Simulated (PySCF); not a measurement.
CH7F2NSi2, SMILES F[SiH](F)N[SiH2]C.

The structure is a stationary point at B3LYP-D3(BJ)/def2-SVP. The structure was generated by enumeration, and PubChem lists no compound with its InChIKey, so it may never have been made. Other conformers were not sampled.

The numbers are results of PySCF with PBE/def2-TZVP, not measurements.

Isolated molecule, no solvent.

```json
{
  "total_energy": "-875.47569 hartree",
  "highest_occupied_level": "-6.73 eV",
  "lowest_empty_level": "-0.47 eV",
  "orbital_gap": "6.26 eV",
  "dipole_moment": "2.58 D",
  "quadrupole, principal values (traceless, Buckingham form, about the centre of nuclear charge)": "-5.40, -1.92, 7.33 D·Å",
  "mean_static_polarisability": "70.0 bohr³ (10.37 Å³)",
  "polarisability_principal_values": "62.5, 65.2, 82.1 bohr³"
}
```
